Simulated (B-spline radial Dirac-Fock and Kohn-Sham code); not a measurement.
# Binding energies of Ir³⁺ in different valence configurations

Method: relaxed Dirac-Fock hole states (ΔSCF) with Breit and QED corrections and a finite nucleus. Computed with a radial B-spline solver. No correlation.

Reference: the tabulated ground configuration [Xe] 4f14 5d6, with 2p1/2 12869.9 eV, 2p3/2 11260.8 eV, 3d3/2 2162.0 eV, 4p1/2 629.3 eV, 4d3/2 359.6 eV, 5p3/2 92.35 eV, Kα1 64891.7 eV, Kβ1 73550.9 eV, Lα1 9174.3 eV, Lβ2 10916.8 eV.

Q: One of these configurations gives the following shifts from the reference, in eV: average energy +6.53, 2p1/2 +4.71, 2p3/2 +4.72, 3d3/2 +4.63, 4p1/2 +4.55, 4d3/2 +4.50, 5p3/2 +3.30, Kα1 -0.24, Kβ1 -0.15, Lα1 +0.09, Lβ2 +0.22. Which?
A. [Xe] 4f14 5d4 6s2
B. [Xe] 4f14 5d5 6s1
C. [Xe] 4f14 5d5 6p1

A: B. The others give [Xe] 4f14 5d4 6s2: 2p1/2 +9.61; [Xe] 4f14 5d5 6p1: 2p1/2 +6.22.
